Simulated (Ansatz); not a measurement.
Reaction (hydrogenolysis of a B–B bond): `BBC=C` + H₂ → `BC=C` + BH₃

Gas-phase electronic energies from Ansatz, PBE0-D4/def2-TZVP geometries. CCSD(T)/CBS is the MP2 limit (def2-TZVPP, def2-QZVPP) plus CCSD(T) − MP2 in def2-TZVPP, frozen cores. This one scheme is used for every species. DFT in def2-TZVPP. HSE06 is defined as in plane-wave codes. Each species was taken in one conformer, which may not be the lowest.

Is it downhill or uphill in electronic energy at CCSD(T)/CBS, and by how much? (Estimate.)

Computed: Downhill: ΔE = -0.24 eV.

What do these levels give: revPBE-D4, r2SCAN-D4, r2SCAN0-D4, HSE06-D4, CAM-B3LYP-D4, ωB97M-V, LC-ωPBE, CCSD(T)/def2-SVP, SCS-MP2/def2-TZVPP, CCSD(T)/def2-TZVPP, HF/def2-QZVPP, MP2/def2-QZVPP? (An estimate is asked.)

Computed: revPBE-D4 -0.03, r2SCAN-D4 -0.10, r2SCAN0-D4 -0.18, HSE06-D4 -0.13, CAM-B3LYP-D4 -0.25, ωB97M-V -0.23, LC-ωPBE -0.21, CCSD(T)/def2-SVP -0.31, SCS-MP2/def2-TZVPP -0.35, CCSD(T)/def2-TZVPP -0.27, HF/def2-QZVPP -0.55, MP2/def2-QZVPP -0.27 eV.

What do rigid-rotor, harmonic-oscillator terms from PBE0-D4/def2-TZVP frequencies (298.15 K, 1 bar) make of the CCSD(T)/CBS value? (An estimate is asked.)

Ansatz gave: ΔZPE = +0.12 eV, ΔH = -0.14 eV, ΔS = 19 J/(mol·K), ΔG = -0.20 eV.

Largest T1 diagnostic among the species: 0.012.

From BLYP to BHLYP (50 % exact exchange), in def2-TZVPP and without D4, ΔE moves by −0.16 eV. Leaving LDA and LC-ωPBE aside and taking each functional with its dispersion term where it has one, the values, not all of them listed here, spread over 0.28 eV, from BHLYP-D4 to PBE-D4. LDA lies +0.10 eV from PBE without D4. The D4 term adds +0.05 eV with B3LYP and +0.03 eV with PBE0; it sums over pairs of atoms, weighted by their polarisabilities, and B3LYP, whose exchange is more repulsive, gets the larger term.

B3LYP here is the variant with VWN-RPA as its local correlation; programs differ in this.
